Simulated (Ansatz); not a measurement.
Input for Ansatz (an electronic-structure program): R-wB97X-V/cc-pVTZ on BrGeH3 (SMILES [GeH3][Br]), a point of a bond scan (R = 2.332 Å).

Ansatz 0.2 input:
```yaml
crystal:
  periodic: [false, false, false]
  atoms:
    - {symbol: Ge, position_ang: [-1.14560058, 0.04679150, 0.00463248]}
    - {symbol: Br, position_ang: [1.18424243, -0.04836981, -0.00478874]}
    - {symbol: H, position_ang: [-1.53993749, 1.48382174, -0.35409628]}
    - {symbol: H, position_ang: [-1.60695799, -0.33231658, 1.41625220]}
    - {symbol: H, position_ang: [-1.64237120, -0.95588990, -1.04278950]}
basis:
  gaussian:
    orbitals: cc-pVTZ
    pivot_positions_ang: [[-1.14560058, 0.04679150, 0.00463248], [1.18424243, -0.04836981, -0.00478874], [-1.53993749, 1.48382174, -0.35409628], [-1.60695799, -0.33231658, 1.41625220], [-1.64237120, -0.95588990, -1.04278950]]
hamiltonian:
  xc: {name: wB97X-V}
scf: {lower_state_search: off}
output: {orbitals: {seedname: ./end}}
```

Output:

```
WARN ansatz: RAYON_NUM_THREADS=1 ignored (pool sized by the plan → 1); use --threads N
Functional definition: wB97X-V
these checks for a lower state are left out or cut short: stability, starts, cluster_reference, orbital_swaps, neighbouring_geometries, increment
integrals: 0.08 GiB planned
988 factors; their error is unknown
integrals: 0.11 GiB planned
203 factors; integrals over basis functions are off by at most 9.2e-6 eV
mean field: 0.78 GiB planned
mean field evaluation 1: about -126604.2833 eV, gradient 1.7e1 eV
mean field evaluation 2: about -126604.5849 eV, gradient 1.3e1 eV
mean field evaluation 4: about -126604.8188 eV, gradient 3.4e-1 eV
mean field evaluation 8: about -126605.1035 eV, gradient 3.4e-2 eV
mean field evaluation 16: about -126605.1035 eV, gradient 3.0e-6 eV
mean field -126605.10346895 eV, -4652.6517364625 hartree, gradient 3.0e-6 eV, S^2 0.000000; 0 other end points of the search recorded, 0 dependent functions left out
reference -126605.10346723 eV, -4652.6517363992 hartree; 35, 35 occupied and 93, 93 virtual orbitals, 988 factors
Total energy: -126605.10346723 eV, -4652.6517363992 hartree
Checks for a lower state left out: stability, starts, cluster_reference, orbital_swaps, neighbouring_geometries, increment
```

Self-consistency was reached.

Cost: about 4 core-seconds (a rough figure).
